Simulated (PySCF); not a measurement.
From one molecule to another.

First species: C6H10OSSi.
SMILES: `[C@@H]1(SC=C)C[Si@@H]1C(=O)C`

Second species: C6H10OSSi.
InChI=1S/C6H10OSSi/c1-4(8)6-5(7)2-3-9-6/h2-4,6,8H,9H2,1H3/t4-,6+/m1/s1

Levels: PBE0/pcSseg-1 for dipole moment, HOMO energy, LUMO energy and HOMO–LUMO gap; GFN2-xTB for rotational constant A and rotational constant C. Geometries: GFN2-xTB. Each species is one conformer at its optimised geometry, gas phase, non-relativistic unless stated; the electronic structure was computed with PySCF and density fitting.

The conformers computed, where there is a choice (atom-mapped SMILES and torsion angles):
- `[CH2:1]=[CH:2][S:3][C@@H:4]1[CH2:5][Si@@H:6]1[C:7]([CH3:8])=[O:9]`: C1–C2–S3–C4 176°, C2–S3–C4–C5 -60°, C5–Si6–C7–C8 -26°
- `[CH3:1][C@@H:2]([SH:3])[C@@H:4]1[SiH2:5][CH:6]=[CH:7][C:8]1=[O:9]`: C1–C2–C4–Si5 -165°, H–S3–C2–C1 58°

Values for the first species:

- Dipole moment: 2.76 D
- HOMO energy: -6.32 eV
- LUMO energy: -1.53 eV
- HOMO–LUMO gap: 4.79 eV
- Rotational constant A: 2.333 GHz
- Rotational constant C: 0.552 GHz

Problem. Estimate the same properties for the second species, and the change in each.

Solution. 
```tsv
property	first	second	second less first
dipole moment	2.76 D	2.57 D	-0.19 D
HOMO energy	-6.32 eV	-6.92 eV	-0.60 eV
LUMO energy	-1.53 eV	-1.76 eV	-0.23 eV
HOMO–LUMO gap	4.79 eV	5.16 eV	+0.37 eV
rotational constant A	2.333 GHz	1.739 GHz	-0.594 GHz
rotational constant C	0.552 GHz	0.662 GHz	+0.110 GHz
```

On the first: A dipole of 2.76 D is allowed in C1, and pure rotational transitions are dipole-allowed. In atomic units the dipole is 1.09 e·bohr (1 au = 2.5417 D).

On the second: The dipole equals about 8.6 × 10⁻³⁰ C·m (1 D = 3.33564 × 10⁻³⁰ C·m). A dipole of 2.57 D is allowed in C1, and pure rotational transitions are dipole-allowed.
